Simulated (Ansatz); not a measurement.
# Molecular dynamics of Cl3HSi

Input:

```yaml
crystal:
  periodic: [false, false, false]
  atoms:
    - { symbol: Cl, position_ang: [1.711041, -0.578207, 0.902449] }
    - { symbol: Si, position_ang: [-0.086705, -0.013543, 0.080467] }
    - { symbol: Cl, position_ang: [0.017956, 1.956653, -0.497196] }
    - { symbol: Cl, position_ang: [-0.481633, -1.18437, -1.56256] }
    - { symbol: H, position_ang: [-1.160658, -0.180533, 1.07684] }
basis:
  gaussian: { orbitals: def2-SVP }
hamiltonian:
  xc: b3lyp
  dispersion: d4
md:
  timestep: 0.25
  n_steps: 500
  ensemble: nvt_nose_hoover
  temperature: 200.0
  initial_velocities: maxwell_boltzmann
  seed: 14931
scf:
  lower_state_search: "off"
```

Command:

```bash
$ ansatz run input.yaml --threads 2 --pin off --max-ram 3072MiB --backend cpu --events-out ev --progress --plain --runs-dir out
```

It starts from a relaxed structure.

Output, in part (step lines, the closing report, with atoms numbered from 0):

```
md step     0: t =     0.00 fs  T =   200.0 K  F+E_penalty+E_count = -45453.42564309 eV  E_kin = 0.077556 eV  conserved = -45453.34808709 eV  (13 SCF iters)
md step     1: t =     0.25 fs  T =   199.8 K  F+E_penalty+E_count = -45453.42558316 eV  E_kin = 0.077496 eV  conserved = -45453.34808703 eV  (13 SCF iters)
md step     2: t =     0.50 fs  T =   199.4 K  F+E_penalty+E_count = -45453.42540272 eV  E_kin = 0.077316 eV  conserved = -45453.34808692 eV  (13 SCF iters)
md step     3: t =     0.75 fs  T =   198.6 K  F+E_penalty+E_count = -45453.42510341 eV  E_kin = 0.077017 eV  conserved = -45453.34808676 eV  (13 SCF iters)
md step     4: t =     1.00 fs  T =   197.5 K  F+E_penalty+E_count = -45453.42468761 eV  E_kin = 0.076601 eV  conserved = -45453.34808655 eV  (13 SCF iters)
md step     5: t =     1.25 fs  T =   196.2 K  F+E_penalty+E_count = -45453.42415840 eV  E_kin = 0.076072 eV  conserved = -45453.34808631 eV  (13 SCF iters)
md step     6: t =     1.50 fs  T =   194.5 K  F+E_penalty+E_count = -45453.42351945 eV  E_kin = 0.075433 eV  conserved = -45453.34808604 eV  (13 SCF iters)
md step     7: t =     1.75 fs  T =   192.6 K  F+E_penalty+E_count = -45453.42277498 eV  E_kin = 0.074689 eV  conserved = -45453.34808574 eV  (12 SCF iters)
[... lines left out ...]
md step   497: t =   124.25 fs  T =    66.8 K  F+E_penalty+E_count = -45453.33170218 eV  E_kin = 0.025893 eV  conserved = -45453.34807058 eV  (12 SCF iters)
md step   498: t =   124.50 fs  T =    63.0 K  F+E_penalty+E_count = -45453.33016361 eV  E_kin = 0.024432 eV  conserved = -45453.34807019 eV  (12 SCF iters)
md step   499: t =   124.75 fs  T =    59.4 K  F+E_penalty+E_count = -45453.32870476 eV  E_kin = 0.023046 eV  conserved = -45453.34806978 eV  (12 SCF iters)
md step   500: t =   125.00 fs  T =    56.1 K  F+E_penalty+E_count = -45453.32733215 eV  E_kin = 0.021742 eV  conserved = -45453.34806937 eV  (12 SCF iters)
Total energy: -45453.32754543 eV, -1670.3789779227 hartree
Atom 0 at     1.712093    -0.585621     0.923116 Å, force     0.798898    -0.171873     0.226250 eV/Å
Atom 1 at    -0.034585     0.010700     0.123797 Å, force    -1.243535    -0.999313    -1.083652 eV/Å
Atom 2 at    -0.004705     1.930695    -0.517995 Å, force     0.139949     0.592885    -0.062755 eV/Å
Atom 3 at    -0.503401    -1.170465    -1.598750 Å, force     0.302470     0.558160     1.036737 eV/Å
Atom 4 at    -1.087361    -0.171361     1.146975 Å, force     0.002218     0.020141    -0.116580 eV/Å
Dipole moment:    -0.048188     0.055875     0.230157 e Å
```

The steps, from the saved trajectory:

```csv
time (fs),T (K),potential energy less start (eV),conserved less start (meV/atom)
0.0,200,0.000,0.00
4.0,165,0.013,0.00
8.0,93,0.042,0.00
12.0,35,0.064,0.00
16.0,33,0.065,0.00
20.0,80,0.047,0.00
24.0,140,0.024,0.00
28.0,169,0.013,0.00
32.0,146,0.023,0.00
36.0,87,0.046,0.00
40.0,29,0.069,0.00
44.0,21,0.073,0.00
48.0,67,0.055,0.00
52.0,140,0.028,0.00
56.0,184,0.012,0.00
60.0,167,0.020,0.00
64.0,101,0.048,0.00
68.0,34,0.074,0.00
72.0,26,0.078,0.00
76.0,85,0.055,0.00
80.0,175,0.022,0.00
84.0,225,0.006,0.00
88.0,202,0.018,0.00
92.0,121,0.052,0.00
96.0,52,0.080,0.00
100.0,49,0.082,0.00
104.0,117,0.057,0.00
108.0,201,0.028,0.00
112.0,244,0.015,0.00
116.0,222,0.028,0.00
120.0,148,0.060,0.00
124.0,71,0.092,0.00
```

The run went to its last step. The conserved energy stayed within 0.0036 meV per atom of its start (net change 0.0036 meV per atom), so the integration is sound. The mean temperature of the second half is 35 % below the set value. A run of 0.12 ps of so small a system gives no equilibrium averages.

The same pairs are bonded in the first frame and the last. Pairs count as bonded within 1.25 times the sum of covalent radii (0.12 Å more for H–H).

Last frame:

```xyz
5
Properties=species:S:1:pos:R:3
Cl 1.712 -0.586 0.923
Si -0.035 0.011 0.124
Cl -0.005 1.931 -0.518
Cl -0.503 -1.171 -1.599
H -1.087 -0.171 1.147
```

Run time: 12 min on 2 threads of Arm Neoverse N1, with other jobs on the host, peak memory 0.13 GiB.
